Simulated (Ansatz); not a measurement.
`C=C[Si](O)(O)[SiH3]` + `C[SiH2]O` → `C=CO[SiH2]C` + `O[SiH](O)[SiH3]`  (substitution at a C–Si bond)

Computed with Ansatz on PBE0-D4/def2-TZVP structures; ΔE is electronic, products minus reactants. CCSD(T)/CBS is the MP2 limit (def2-TZVPP, def2-QZVPP) plus CCSD(T) − MP2 in def2-TZVPP, frozen cores. This one scheme is used for every species. DFT in def2-TZVPP. B3LYP here is the variant with VWN-RPA as its local correlation; programs differ in this. Each species was taken in one conformer, which may not be the lowest.

`C=C[Si](O)(O)[SiH3]`:

```xyz
14

C    -0.943   -2.243    0.333
C    -0.817   -0.995    0.779
Si   -0.259    0.414   -0.286
O    -0.193   -0.225   -1.806
O    -1.299    1.690   -0.182
Si    1.806    1.320    0.359
H    -0.726   -2.496   -0.700
H    -1.266   -3.058    0.976
H    -1.041   -0.794    1.826
H     0.154    0.333   -2.502
H    -2.233    1.498   -0.290
H     2.210    2.419   -0.564
H     1.745    1.867    1.742
H     2.861    0.271    0.315
```

`C[SiH2]O`:

Cartesian coordinates in Å:
```
C 0.429 0.797 0.746
Si -0.488 -0.571 -0.125
O -0.375 -0.465 -1.769
H 0.290 0.715 1.829
H 0.063 1.776 0.429
H 1.502 0.751 0.545
H -1.941 -0.492 0.164
H 0.039 -1.884 0.349
H 0.480 -0.628 -2.168
```

`C=CO[SiH2]C`:

```xyz
13

C    -1.805   -0.799   -0.497
C    -1.725    0.471   -0.118
O    -0.714    1.058    0.553
Si    0.738    0.369    0.987
C     1.803    0.025   -0.498
H    -2.684   -1.139   -1.026
H    -1.029   -1.525   -0.287
H    -2.525    1.175   -0.331
H     0.489   -0.881    1.754
H     1.361    1.382    1.871
H     1.998    0.944   -1.054
H     2.763   -0.391   -0.179
H     1.331   -0.690   -1.174
```

`O[SiH](O)[SiH3]`:

Cartesian coordinates in Å:
```
O 1.516 0.319 -1.251
Si 0.007 0.517 -0.619
O -0.121 1.862 0.323
Si -0.598 -1.251 0.796
H 2.232 0.145 -0.639
H -0.849 0.637 -1.829
H -0.024 2.716 -0.104
H 0.398 -1.383 1.896
H -0.619 -2.529 0.034
H -1.942 -1.030 1.392
```

| level | ΔE (kcal/mol) | difference from CCSD(T)/CBS |
| --- | --- | --- |
| PBE-D4 | 14.7 | -2.8 |
| r2SCAN-D4 | 15.4 | -2.1 |
| PBE0-D4 | 15.6 | -1.9 |
| B3LYP-D4 | 15.1 | -2.4 |
| ωB97X-V | 15.1 | -2.4 |
| ωB97M-V | 16.2 | -1.3 |
| B2PLYP | 15.8 | -1.7 |
| PBE | 14.5 | -3.0 |
| r2SCAN | 15.3 | -2.2 |
| PBE0 | 15.3 | -2.2 |
| B3LYP | 14.6 | -2.9 |
| HF/def2-TZVPP | 14.9 | -2.6 |
| MP2/def2-TZVPP | 17.9 | 0.4 |
| SCS-MP2/def2-TZVPP | 16.9 | -0.6 |
| CCSD/def2-TZVPP | 16.8 | -0.7 |
| CCSD(T)/def2-TZVPP | 16.9 | -0.6 |
| HF/def2-QZVPP | 14.8 | -2.7 |
| MP2/def2-QZVPP | 18.2 | 0.7 |
| SCS-MP2/def2-QZVPP | 17.3 | -0.2 |
| HF/CBS(def2) | 14.8 | -2.7 |
| MP2/CBS(def2) | 18.5 | 1.0 |
| CCSD/CBS(def2) | 17.4 | -0.1 |
| CCSD(T)/CBS | 17.5 | 0 |

Largest T1 diagnostic among the species: 0.013.

In def2-TZVPP, CCSD(T) changes the Hartree–Fock value by +2.0 kcal/mol (the triples alone add +0.1 kcal/mol) and MP2 by +3.0 kcal/mol. From PBE to PBE0 (25 % exact exchange), in def2-TZVPP and without D4, ΔE moves by +0.8 kcal/mol.
